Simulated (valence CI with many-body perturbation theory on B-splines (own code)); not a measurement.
E1 line list for Ho LIII

Calculated by valence CI with perturbative core correlation (CI+MBPT): five valence electrons over a frozen Dirac-Fock core [Ne], a basis of 11 s, 11 p, 10 d, 8 f, 5 g, 2 h functions for each j, with the one-electron correlation potential Σ1, the two-electron term Σ2, the three-electron term Σ3, Breit, model QED; selected CI, second order for the rest, scaled by the run's own slope (own B-spline code, finite nucleus).

No measured spectrum was set against this ion. As an estimate, large intervals hold to a few tenths of a per cent, small ones and those within an open d or f shell to about a per cent. Among the levels kept, up to 3200 cm⁻¹ of a level comes from second order outside the variational space, and about a tenth of that is noise between levels of different J, which matters for small intervals.

Lines 201 to 250 of 570 in falling wavelength, among levels below 986.23 eV, chosen from the strongest by gf and those to the six lowest levels. Wavelengths and rates use the calculated energies. Electric multipoles are in the length gauge, E1 and E2 with the static RPA response of the core. Weak lines are less certain than strong ones. Lines between different terms over intervals too small for the method are left out, as are lines whose strength nearly cancels. The highest levels of a list are the least certain.

Levels are named by their leading jj configuration (3d3/2^4 stands for four electrons in 3d with j = 3/2), which in mixed levels can hold well under half, so a name can repeat and another be missing. Letters in brackets count levels of one name in rising energy.

```csv
λ vac (Å),Upper,Lower,A (s⁻¹),S (a.u.)
44.41,(3s^2 3p1/2 3d5/2^2) J=5/2,(3s^2 3p1/2 3p3/2 3d5/2) J=5/2 [a],2.04e+11,5.29e-02
44.38,(3s^2 3p3/2 3d3/2 3d5/2) J=5/2 [d],(3s^2 3p3/2^2 3d3/2) J=3/2 [b],1.40e+11,3.61e-02
44.29,(3s 3p1/2 3p3/2^2 3d5/2) J=3/2 [e],(3s 3p1/2 3p3/2^3) J=3/2 [b],1.51e+11,2.58e-02
44.23,(3s^2 3p3/2^2 3d5/2) J=3/2,(3s^2 3p3/2^3) J=3/2,4.52e+11,7.73e-02
44.21,(3s^2 3p3/2 3d3/2 3d5/2) J=5/2 [c],(3s^2 3p3/2^2 3d3/2) J=3/2 [a],2.06e+11,5.26e-02
44.17,(3s 3p1/2^2 3d5/2^2) J=3/2,(3s 3p1/2^2 3p3/2 3d5/2) J=3/2 [a],1.11e+11,1.88e-02
44.08,(3s^2 3p1/2 3p3/2 3d5/2) J=3/2 [b],(3s^2 3p1/2 3p3/2^2) J=5/2,5.08e+10,8.58e-03
44.07,(3s 3p1/2 3p3/2^2 3d5/2) J=3/2 [b],(3s 3p1/2 3p3/2^3) J=3/2 [a],2.94e+11,4.96e-02
43.95,(3s 3p1/2 3p3/2^2 3d5/2) J=3/2 [e],(3s 3p1/2 3p3/2^3) J=1/2,4.83e+11,8.10e-02
43.89,(3s 3p1/2 3p3/2^2 3d5/2) J=5/2 [e],(3s 3p1/2 3p3/2^3) J=5/2,2.94e+11,7.36e-02
43.86,(3s^2 3p1/2 3d5/2^2) J=3/2,(3s^2 3p1/2 3p3/2 3d5/2) J=3/2 [a],2.22e+11,3.70e-02
43.86,(3s 3p1/2^2 3d5/2^2) J=9/2,(3s 3p1/2^2 3p3/2 3d5/2) J=9/2,7.37e+10,3.07e-02
43.83,(3s^2 3p3/2 3d5/2^2) J=1/2,(3s^2 3p3/2^2 3d5/2) J=1/2,5.00e+11,4.16e-02
43.81,(3s^2 3p1/2 3d5/2^2) J=7/2,(3s^2 3p1/2 3p3/2 3d5/2) J=7/2 [a],7.82e+10,2.60e-02
43.80,(3s^2 3p3/2 3d3/2 3d5/2) J=5/2 [c],(3s^2 3p3/2^2 3d3/2) J=5/2,1.48e+11,3.67e-02
43.71,(3s 3p1/2 3p3/2^2 3d5/2) J=5/2 [c],(3s 3p1/2 3p3/2^3) J=3/2 [a],2.93e+11,7.25e-02
43.69,(3s 3p1/2^2 3d5/2^2) J=7/2,(3s 3p1/2^2 3p3/2 3d5/2) J=5/2 [a],2.38e+10,7.85e-03
43.68,(3s^2 3p3/2 3d3/2^2) J=7/2,(3s 3p1/2 3p3/2^3) J=5/2,8.43e+10,2.77e-02
43.59,(3s^2 3p1/2 3p3/2 3d5/2) J=5/2 [b],(3s^2 3p1/2 3p3/2^2) J=3/2,4.37e+11,1.07e-01
43.58,(3s 3p1/2^2 3d3/2 3d5/2) J=7/2 [b],(3s 3p1/2^2 3p3/2 3d3/2) J=7/2,2.87e+10,9.39e-03
43.52,(3s^2 3p3/2 3d3/2 3d5/2) J=3/2 [b],(3s^2 3p3/2^2 3d3/2) J=3/2 [a],5.83e+10,9.48e-03
43.45,(3s^2 3p3/2 3d3/2 3d5/2) J=9/2 [b],(3s^2 3p3/2^2 3d3/2) J=7/2,5.72e+11,2.32e-01
43.45,(3s^2 3p3/2^2 3d5/2) J=5/2 [b],(3s^2 3p3/2^3) J=3/2,6.13e+11,1.49e-01
43.30,(3s 3p1/2^2 3p3/2 3d5/2) J=7/2 [b],(3s 3p1/2^2 3p3/2^2) J=5/2,1.16e+11,3.71e-02
43.19,(3s 3p1/2^2 3d3/2 3d5/2) J=5/2 [b],(3s 3p1/2^2 3p3/2 3d3/2) J=5/2 [a],6.21e+10,1.48e-02
43.16,(3s^2 3p3/2 3d3/2 3d5/2) J=3/2 [c],(3s^2 3p3/2^2 3d3/2) J=1/2,3.72e+11,5.91e-02
42.99,(3s^2 3p3/2 3d3/2 3d5/2) J=3/2 [c],(3s^2 3p3/2^2 3d3/2) J=3/2 [a],1.35e+11,2.11e-02
42.98,(3s^2 3p3/2 3d5/2^2) J=5/2,(3s^2 3p3/2^2 3d3/2) J=3/2 [a],8.12e+10,1.91e-02
42.62,(3s^2 3p3/2 3d5/2^2) J=5/2,(3s^2 3p3/2^2 3d3/2) J=7/2,3.69e+10,8.45e-03
42.48,(3s^2 3p1/2 3p3/2 3d5/2) J=3/2 [b],(3s^2 3p1/2 3p3/2^2) J=3/2,2.71e+08,4.11e-05
42.45,(3s 3p1/2 3p3/2^2 3d3/2) J=9/2,(3s^2 3p1/2 3p3/2 3d5/2) J=7/2 [b],2.12e+10,7.99e-03
42.44,(3s 3p1/2^2 3p3/2 3d3/2) J=5/2 [a],(3s^2 3p1/2^2 3d5/2) J=5/2,1.78e+08,4.02e-05
42.24,(3s 3p1/2 3p3/2^2 3d5/2) J=3/2 [d],(3s 3p1/2 3p3/2^3) J=5/2,1.00e+11,1.49e-02
42.15,(3s 3p1/2^2 3p3/2 3d3/2) J=3/2 [a],(3s^2 3p1/2^2 3d5/2) J=5/2,1.98e+08,2.93e-05
42.00,(3s^2 3p1/2 3p3/2 3d5/2) J=1/2,(3s^2 3p1/2 3p3/2^2) J=3/2,6.14e+10,4.49e-03
41.66,(3s 3p1/2 3p3/2^2 3d5/2) J=5/2 [e],(3s 3p1/2 3p3/2^3) J=3/2 [a],9.82e+10,2.10e-02
41.66,(3s 3p1/2^2 3d5/2^2) J=1/2,(3s 3p1/2^2 3p3/2 3d5/2) J=3/2 [a],8.57e+10,6.12e-03
41.56,(3s^2 3p3/2 3d3/2 3d5/2) J=5/2 [d],(3s^2 3p3/2^2 3d3/2) J=7/2,3.79e+10,8.06e-03
41.22,(3s 3p1/2^2 3p3/2 3d3/2) J=7/2,(3s^2 3p1/2^2 3d5/2) J=5/2,7.82e+09,2.16e-03
40.70,(3s 3p1/2 3p3/2^2 3d3/2) J=7/2 [b],(3s^2 3p1/2 3p3/2 3d5/2) J=5/2 [b],3.45e+10,9.17e-03
40.70,(3s^2 3p3/2 3d5/2^2) J=9/2,(3s^2 3p3/2^2 3d3/2) J=7/2,2.04e+10,6.80e-03
40.45,(3p1/2^2 3p3/2^2 3d3/2) J=7/2,(3s 3p1/2^2 3p3/2 3d5/2) J=5/2 [b],3.11e+10,8.14e-03
39.10,(3s 3p1/2^2 3p3/2 3d3/2) J=3/2 [b],(3s^2 3p1/2^2 3d5/2) J=5/2,4.28e+09,5.05e-04
38.96,(3s 3p1/2 3p3/2^2 3d3/2) J=7/2 [c],(3s^2 3p1/2 3p3/2 3d5/2) J=5/2 [b],8.14e+10,1.90e-02
38.38,(3s 3p1/2 3p3/2^2 3d5/2) J=7/2 [a],(3s^2 3p1/2 3p3/2 3d5/2) J=5/2 [b],4.90e+10,1.09e-02
37.71,(3s 3p1/2^2 3p3/2 3d3/2) J=5/2 [b],(3s^2 3p1/2^2 3d5/2) J=5/2,4.55e+09,7.22e-04
36.72,(3s 3p1/2 3p3/2^2 3d5/2) J=9/2 [b],(3s^2 3p1/2 3p3/2 3d5/2) J=7/2 [b],1.24e+11,3.04e-02
36.09,(3s 3p1/2 3p3/2^2 3d3/2) J=5/2 [b],(3s^2 3p1/2 3p3/2 3d3/2) J=3/2 [b],1.12e+11,1.56e-02
35.84,(3s 3p1/2 3p3/2^3) J=3/2 [a],(3s^2 3p1/2 3p3/2^2) J=1/2,1.68e+10,1.52e-03
35.65,(3s 3p1/2 3p3/2^2 3d5/2) J=9/2 [a],(3s^2 3p1/2 3p3/2 3d5/2) J=7/2 [a],2.04e+11,4.56e-02
```
